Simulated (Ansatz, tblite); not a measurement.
Zr oxide hydroxide: gap (eV) at several levels, gas phase, relaxed structures; Ansatz, xTB through tblite. Clusters are the lowest isomers that short searches found in that spin, judged at the geometry's level. Core potentials for Zr in the def2 sets, no spin–orbit coupling. A dash marks a value that wasn't run or was left out as unsound. The structures are stationary points that may keep the symmetry of their start.

```json
{"species": "ZrO3H2", "state": "singlet", "geometry": "PBE-D4/def2-TZVP", "GFN2-xTB": "2.88", "PBE-D4/def2-SVP": "3.34", "PBE-D4/def2-TZVPD": "3.45", "r2SCAN-D4/def2-TZVP": "4.10", "PBE0-D4/def2-TZVP": "5.69", "PBE0-D4/def2-TZVPD": "5.72"}
{"species": "ZrO4H4 (with an O–O bond)", "state": "singlet", "geometry": "PBE-D4/def2-SVP", "GFN2-xTB": "4.27", "PBE-D4/def2-SVP": "4.17", "PBE-D4/def2-TZVPD": "4.08", "r2SCAN-D4/def2-TZVP": "4.82", "PBE0-D4/def2-TZVP": "6.83", "PBE0-D4/def2-TZVPD": "6.76"}
{"species": "Zr2O5H2", "state": "singlet", "geometry": "B3LYP-D4/def2-SVP", "GFN2-xTB": "1.44", "PBE-D4/def2-SVP": "1.94", "PBE-D4/def2-TZVPD": "1.99", "r2SCAN-D4/def2-TZVP": "2.58", "PBE0-D4/def2-TZVP": "4.06", "PBE0-D4/def2-TZVPD": "4.07"}
{"species": "Zr2O6H4 (with an O–O bond)", "state": "singlet", "geometry": "r2SCAN-D4/def2-SVP", "GFN2-xTB": "2.59", "PBE-D4/def2-SVP": "3.04", "PBE-D4/def2-TZVPD": "3.01", "r2SCAN-D4/def2-TZVP": "3.54", "PBE0-D4/def2-TZVP": "5.20", "PBE0-D4/def2-TZVPD": "5.19"}
{"species": "Zr3O7H2 (with an O–O bond)", "state": "singlet", "geometry": "PBE0-D4/def2-SVP", "GFN2-xTB": "2.91", "PBE-D4/def2-SVP": "3.52", "PBE-D4/def2-TZVPD": "3.47", "r2SCAN-D4/def2-TZVP": "4.03", "PBE0-D4/def2-TZVP": "5.71", "PBE0-D4/def2-TZVPD": "5.71"}
{"species": "Zr4O10H4 (with 3 O–O bonds)", "state": "singlet", "geometry": "PBE-D4/def2-SVP", "GFN2-xTB": "3.21", "PBE-D4/def2-SVP": "3.10", "PBE-D4/def2-TZVPD": "–", "r2SCAN-D4/def2-TZVP": "3.69", "PBE0-D4/def2-TZVP": "5.25", "PBE0-D4/def2-TZVPD": "–"}
```

Over the 5 species that have every level, the mean is 2.82 at GFN2-xTB, 3.20 at PBE-D4/def2-SVP, 3.20 at PBE-D4/def2-TZVPD, 3.82 at r2SCAN-D4/def2-TZVP, 5.50 at PBE0-D4/def2-TZVP, 5.49 at PBE0-D4/def2-TZVPD. Orbital gaps grow with the share of exact exchange and aren't one observable across functionals.
